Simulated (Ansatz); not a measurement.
Calculated with Ansatz (gas phase, PBE0-D4/def2-TZVP geometries, no zero-point term in ΔE). CCSD(T)/CBS is the MP2 limit (def2-TZVPP, def2-QZVPP) plus CCSD(T) − MP2 in def2-TZVPP, frozen cores. This one scheme is used for every species. DFT in def2-TZVPP. B3LYP here is the variant with VWN-RPA as its local correlation; programs differ in this. Each species was taken in one conformer, which may not be the lowest.

Reaction (formal exchange of groups at the Si–C bond): `C=C([SiH3])[SiH2][SiH3]` + CH₃OH → `OC[SiH2][SiH3]` + `C=C[SiH3]`

`C=C([SiH3])[SiH2][SiH3]`:

```xyz
15

C     1.447    0.113    1.646
C     0.305    0.149    0.952
Si   -0.741    1.694    0.991
Si   -0.202   -1.333   -0.067
Si   -0.194   -0.821   -2.353
H     2.095   -0.762    1.658
H     1.793    0.958    2.241
H    -0.104    2.698    1.885
H    -0.877    2.265   -0.377
H    -2.110    1.384    1.485
H     0.742   -2.454    0.206
H    -1.579   -1.765    0.309
H    -1.185    0.248   -2.653
H    -0.543   -2.026   -3.154
H     1.154   -0.346   -2.769
```

CH₃OH:

Z-matrix (Å, degrees):
```
C
O 1 1.409
H 1 1.097 2 112.4
H 1 1.090 2 107.0 3 -118.5
H 1 1.097 2 112.4 3 123.0
H 2 0.959 1 108.5 3 -61.6
```

`OC[SiH2][SiH3]`:

Cartesian coordinates in Å:
```
O 0.227 2.647 0.479
C 0.541 1.268 0.613
Si -0.432 0.171 -0.592
Si 0.018 -2.103 -0.261
H -0.715 2.761 0.629
H 1.610 1.175 0.401
H 0.400 0.919 1.646
H -0.122 0.558 -1.996
H -1.886 0.426 -0.363
H -0.779 -2.937 -1.201
H -0.324 -2.501 1.132
H 1.462 -2.384 -0.486
```

`C=C[SiH3]`:

Z-matrix (Å, degrees):
```
Si
C 1 1.859
H 1 1.488 2 110.8
H 1 1.487 2 109.0 3 -120.3
H 1 1.488 2 110.8 3 119.3
C 2 1.330 1 123.1 3 120.2
H 2 1.089 1 118.8 3 -59.8
H 6 1.087 2 122.2 1 -180.0
H 6 1.087 2 121.7 1 0.0
```

```json
{"level": "PBE-D4", "ΔE (kcal/mol)": "5.4"}
{"level": "r2SCAN-D4", "ΔE (kcal/mol)": "5.3"}
{"level": "B3LYP-D4", "ΔE (kcal/mol)": "6.2"}
{"level": "ωB97X-V", "ΔE (kcal/mol)": "5.4"}
{"level": "HF/def2-TZVPP", "ΔE (kcal/mol)": "5.1"}
{"level": "MP2/def2-TZVPP", "ΔE (kcal/mol)": "7.3"}
{"level": "SCS-MP2/def2-TZVPP", "ΔE (kcal/mol)": "6.7"}
{"level": "HF/def2-QZVPP", "ΔE (kcal/mol)": "5.1"}
```

(1) What does CCSD(T)/CBS give? (An estimate is asked.)

Largest T1 diagnostic among the species: 0.013.

## Answers

(1) The calculation gave: +6.3 kcal/mol. The listed levels differ from it by -0.9, -1.0, -0.1, -0.9, -1.2, 1.0, 0.4, -1.2 kcal/mol.

The D4 term adds +2.4 kcal/mol with B3LYP and +1.4 kcal/mol with PBE0; it sums over pairs of atoms, weighted by their polarisabilities, and B3LYP, whose exchange is more repulsive, gets the larger term. From PBE to PBE0 (25 % exact exchange), in def2-TZVPP and without D4, ΔE moves by +0.8 kcal/mol. In def2-TZVPP, CCSD(T) changes the Hartree–Fock value by +1.1 kcal/mol (the triples alone add +0.4 kcal/mol) and MP2 by +2.3 kcal/mol.
